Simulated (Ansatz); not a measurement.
Harmonic vibrations of GaH$_{5}$Sn, SMILES `[GaH2][SnH3]` by finite differences.

```yaml
crystal:
  periodic: [false, false, false]
  atoms:
    - {symbol: Ga, position_ang: [-0.416606, -1.483187, 0.084952]}
    - {symbol: Sn, position_ang: [0.270309, 1.039331, -0.070109]}
    - {symbol: H, position_ang: [-0.409468, -2.215867, 1.476476]}
    - {symbol: H, position_ang: [-0.823380, -2.291869, -1.200454]}
    - {symbol: H, position_ang: [-0.223995, 1.790242, -1.524965]}
    - {symbol: H, position_ang: [-0.370471, 1.963687, 1.219302]}
    - {symbol: H, position_ang: [1.973601, 1.197662, 0.014777]}
basis:
  gaussian: {orbitals: def2-TZVP}
hamiltonian: {xc: pbe0, dispersion: d4}
phonons: {temperatures: {t_min: 298.15, t_max: 900, t_step: 200}}
```

```sh
$ ansatz run in.yaml --threads 2 --pin off --events-out ev --progress --plain --max-ram 4352MiB
```

Output, abridged:

```
Functional definition: PBE0
mean field -58283.26612873 eV, -2141.8705244140 hartree, gradient 1.8e-5 eV, S^2 0.000000; 0 other end points of the search recorded, 0 dependent functions left out
mean field -58283.26610396 eV, -2141.8705235039 hartree, gradient 2.3e-6 eV, S^2 0.000000; 0 other end points of the search recorded, 0 dependent functions left out
mean field -58283.26611866 eV, -2141.8705240440 hartree, gradient 2.3e-6 eV, S^2 0.000000; 0 other end points of the search recorded, 0 dependent functions left out
mean field -58283.26606148 eV, -2141.8705219426 hartree, gradient 1.6e-6 eV, S^2 0.000000; 0 other end points of the search recorded, 0 dependent functions left out
mean field -58283.26610290 eV, -2141.8705234647 hartree, gradient 3.0e-6 eV, S^2 0.000000; 0 other end points of the search recorded, 0 dependent functions left out
mean field -58283.26606410 eV, -2141.8705220391 hartree, gradient 1.0e-6 eV, S^2 0.000000; 0 other end points of the search recorded, 0 dependent functions left out
mean field -58283.26606134 eV, -2141.8705219378 hartree, gradient 1.0e-6 eV, S^2 0.000000; 0 other end points of the search recorded, 0 dependent functions left out
mean field -58283.26608369 eV, -2141.8705227591 hartree, gradient 1.3e-6 eV, S^2 0.000000; 0 other end points of the search recorded, 0 dependent functions left out
mean field -58283.26606079 eV, -2141.8705219175 hartree, gradient 1.3e-6 eV, S^2 0.000000; 0 other end points of the search recorded, 0 dependent functions left out
mean field -58283.26611128 eV, -2141.8705237730 hartree, gradient 1.3e-6 eV, S^2 0.000000; 0 other end points of the search recorded, 0 dependent functions left out
mean field -58283.26604696 eV, -2141.8705214090 hartree, gradient 1.3e-6 eV, S^2 0.000000; 0 other end points of the search recorded, 0 dependent functions left out
mean field -58283.26606866 eV, -2141.8705222066 hartree, gradient 1.3e-6 eV, S^2 0.000000; 0 other end points of the search recorded, 0 dependent functions left out
mean field -58283.26606715 eV, -2141.8705221512 hartree, gradient 1.3e-6 eV, S^2 0.000000; 0 other end points of the search recorded, 0 dependent functions left out
mean field -58283.26612373 eV, -2141.8705242304 hartree, gradient 2.3e-6 eV, S^2 0.000000; 0 other end points of the search recorded, 0 dependent functions left out
mean field -58283.26613004 eV, -2141.8705244622 hartree, gradient 2.4e-6 eV, S^2 0.000000; 0 other end points of the search recorded, 0 dependent functions left out
mean field -58283.26610464 eV, -2141.8705235287 hartree, gradient 3.0e-6 eV, S^2 0.000000; 0 other end points of the search recorded, 0 dependent functions left out
mean field -58283.26612829 eV, -2141.8705243981 hartree, gradient 1.3e-6 eV, S^2 0.000000; 0 other end points of the search recorded, 0 dependent functions left out
mean field -58283.26609600 eV, -2141.8705232113 hartree, gradient 1.6e-6 eV, S^2 0.000000; 0 other end points of the search recorded, 0 dependent functions left out
mean field -58283.26609103 eV, -2141.8705230285 hartree, gradient 1.6e-6 eV, S^2 0.000000; 0 other end points of the search recorded, 0 dependent functions left out
mean field -58283.26611950 eV, -2141.8705240748 hartree, gradient 2.3e-6 eV, S^2 0.000000; 0 other end points of the search recorded, 0 dependent functions left out
mean field -58283.26612901 eV, -2141.8705244246 hartree, gradient 2.3e-6 eV, S^2 0.000000; 0 other end points of the search recorded, 0 dependent functions left out
mean field -58283.26610042 eV, -2141.8705233738 hartree, gradient 1.1e-6 eV, S^2 0.000000; 0 other end points of the search recorded, 0 dependent functions left out
mean field -58283.26612876 eV, -2141.8705244153 hartree, gradient 1.3e-6 eV, S^2 0.000000; 0 other end points of the search recorded, 0 dependent functions left out
mean field -58283.26609402 eV, -2141.8705231384 hartree, gradient 1.4e-6 eV, S^2 0.000000; 0 other end points of the search recorded, 0 dependent functions left out
mean field -58283.26610188 eV, -2141.8705234273 hartree, gradient 1.4e-6 eV, S^2 0.000000; 0 other end points of the search recorded, 0 dependent functions left out
mean field -58283.26611906 eV, -2141.8705240587 hartree, gradient 2.4e-6 eV, S^2 0.000000; 0 other end points of the search recorded, 0 dependent functions left out
mean field -58283.26612478 eV, -2141.8705242691 hartree, gradient 2.5e-6 eV, S^2 0.000000; 0 other end points of the search recorded, 0 dependent functions left out
mean field -58283.26611956 eV, -2141.8705240770 hartree, gradient 2.3e-6 eV, S^2 0.000000; 0 other end points of the search recorded, 0 dependent functions left out
mean field -58283.26611622 eV, -2141.8705239543 hartree, gradient 2.2e-6 eV, S^2 0.000000; 0 other end points of the search recorded, 0 dependent functions left out
mean field -58283.26609054 eV, -2141.8705230106 hartree, gradient 5.8e-7 eV, S^2 0.000000; 0 other end points of the search recorded, 0 dependent functions left out
mean field -58283.26610303 eV, -2141.8705234695 hartree, gradient 2.9e-6 eV, S^2 0.000000; 0 other end points of the search recorded, 0 dependent functions left out
mean field -58283.26611860 eV, -2141.8705240418 hartree, gradient 2.3e-6 eV, S^2 0.000000; 0 other end points of the search recorded, 0 dependent functions left out
mean field -58283.26612101 eV, -2141.8705241303 hartree, gradient 2.5e-6 eV, S^2 0.000000; 0 other end points of the search recorded, 0 dependent functions left out
mean field -58283.26612100 eV, -2141.8705241299 hartree, gradient 2.4e-6 eV, S^2 0.000000; 0 other end points of the search recorded, 0 dependent functions left out
mean field -58283.26610717 eV, -2141.8705236217 hartree, gradient 2.1e-6 eV, S^2 0.000000; 0 other end points of the search recorded, 0 dependent functions left out
mean field -58283.26610792 eV, -2141.8705236493 hartree, gradient 2.7e-6 eV, S^2 0.000000; 0 other end points of the search recorded, 0 dependent functions left out
mean field -58283.26609808 eV, -2141.8705232879 hartree, gradient 2.8e-6 eV, S^2 0.000000; 0 other end points of the search recorded, 0 dependent functions left out
mean field -58283.26609491 eV, -2141.8705231713 hartree, gradient 5.4e-7 eV, S^2 0.000000; 0 other end points of the search recorded, 0 dependent functions left out
mean field -58283.26607917 eV, -2141.8705225928 hartree, gradient 1.3e-6 eV, S^2 0.000000; 0 other end points of the search recorded, 0 dependent functions left out
mean field -58283.26613120 eV, -2141.8705245049 hartree, gradient 2.3e-6 eV, S^2 0.000000; 0 other end points of the search recorded, 0 dependent functions left out
mean field -58283.26611929 eV, -2141.8705240671 hartree, gradient 2.2e-6 eV, S^2 0.000000; 0 other end points of the search recorded, 0 dependent functions left out
mean field -58283.26612575 eV, -2141.8705243046 hartree, gradient 2.6e-6 eV, S^2 0.000000; 0 other end points of the search recorded, 0 dependent functions left out
mean field -58283.26612447 eV, -2141.8705242577 hartree, gradient 2.5e-6 eV, S^2 0.000000; 0 other end points of the search recorded, 0 dependent functions left out
WARN: phonons: modes at or below zero, which the zero-point energy, F, S and C_V leave out: 1, the lowest at -16.40 cm⁻¹. A minimum has none, and a first-order saddle one
Total energy: -58283.37100112 eV, -2141.8743784032 hartree
Atom 0 at    -0.416606    -1.483187     0.084952 Å, force    -0.000407     0.000793     0.000035 eV/Å
Atom 1 at     0.270309     1.039331    -0.070109 Å, force     0.002473     0.004933     0.000767 eV/Å
Atom 2 at    -0.409468    -2.215867     1.476476 Å, force    -0.000437    -0.000486    -0.001459 eV/Å
Atom 3 at    -0.823380    -2.291869    -1.200454 Å, force    -0.000430    -0.001327     0.000320 eV/Å
Atom 4 at    -0.223995     1.790242    -1.524965 Å, force    -0.001125    -0.002787    -0.000404 eV/Å
Atom 5 at    -0.370471     1.963687     1.219302 Å, force    -0.000234    -0.000916     0.000419 eV/Å
Atom 6 at     1.973601     1.197662     0.014777 Å, force     0.000159    -0.000210     0.000322 eV/Å
Dipole moment:    -0.039525    -0.113512     0.003185 e Å
Vibrations: -16.40 209.84 290.35 307.01 449.15 558.28 658.68 733.92 736.37 763.11 1913.92 1922.29 1926.81 1950.55 1960.83 cm⁻¹, zero-point energy 0.891514 eV
```

It took 66 s on 2 threads of an Arm Neoverse V2 on a shared host, with 0.3 GiB of host memory at the peak.
